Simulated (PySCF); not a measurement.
Predicted microwave data (PBE0-D3(BJ)/def2-SVP geometry optimisation, gas phase (PySCF)) for one isomer of C9H17N:

- Rotational constants: A = 1651, B = 722.7, C = 580.9 MHz
- Dipole components: |μa| = 0.28 D, |μb| = 0.08 D, |μc| = 1.09 D
- Inertial defect: -135.53 u·Å²
- κ: -0.73

Question: Which structure is it? (One computed conformer of each.)
A. `[CH2:1]=[CH:2][CH2:3][CH2:4][C:5]([CH3:6])([CH3:7])/[CH:8]=[N:9]/[CH3:10]` with C1–C2–C3–C4 -118°, C2–C3–C4–C5 -174°, C3–C4–C5–C6 63°, C4–C5–C8–N9 -106°
B. `[CH2:1]=[CH:2][CH2:3][CH2:4][N:5]([CH3:6])[CH:7]1[CH2:8][CH2:9][CH2:10]1` with C1–C2–C3–C4 -117°, C2–C3–C4–N5 -171°, C3–C4–N5–C6 -68°, C4–N5–C7–C8 -64°, N5–C7–C8–C9 -140°, C7–C8–C9–C10 19°, C8–C9–C10–C7 -19°, N5–C7–C10–C9 140°
C. `[CH2:1]=[C:2]1[CH2:3][CH2:4][CH2:5][CH2:6][C@H:7]1[N:8]([CH3:9])[CH3:10]` with C6–C7–N8–C9 -55°, C1–C2–C3–C4 -119°, C2–C3–C4–C5 -52°, C3–C4–C5–C6 53°, C4–C5–C6–C7 -58°

Answer: A. It is C=CCCC(C)(C)/C=N/C, an asymmetric top, point group C1. The candidates at the same level (rigid rotor, commonest isotopes):

| SMILES | A (MHz) | B (MHz) | C (MHz) | μa (D) | μb (D) | μc (D) | Δ (u·Å²) | point group | rotor |
| --- | --- | --- | --- | --- | --- | --- | --- | --- | --- |
| C=C1CCCC[C@H]1N(C)C | 1703 | 1256 | 932.1 | 0.34 | 0.36 | 0.06 | -156.83 | C1 | asymmetric top |
| C=CCCC(C)(C)/C=N/C | 1651 | 722.7 | 580.9 | 0.28 | 0.08 | 1.09 | -135.53 | C1 | asymmetric top |
| C=CCCN(C)C1CCC1 | 3135 | 572.9 | 506.7 | 0.32 | 0.11 | 0.30 | -46.03 | C1 | near-prolate asymmetric top |

`C=C1CCCC[C@H]1N(C)C` has B 74 % too high; `C=CCCN(C)C1CCC1` has A 90 % too high. No structure here is proved a minimum.
